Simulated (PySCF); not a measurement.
Isomers of C3H4Si. Gas-phase values, no solvent. Strings in code marks are SMILES.

Method: PySCF with B3LYP-D3(BJ)/def2-TZVP. B3LYP has the VWN-RPA correlation part, as in Gaussian. 

```
species         HOMO (eV)  LUMO (eV)  dipole moment (D)
--------------  ---------  ---------  -----------------
`C=C=C=[SiH2]`      -5.89      -2.25               0.88
`c1[si](c1)=C`      -5.81        ___               2.17
`[SiH](=C)C#C`        ___        ___               1.23
`C#CC=[SiH2]`       -6.01      -2.05               1.56
```

Task: Complete the blanks.

Result: 
- `c1[si](c1)=C`, LUMO (eV): -1.08
- `[SiH](=C)C#C`, HOMO (eV): -6.28
- `[SiH](=C)C#C`, LUMO (eV): -1.77
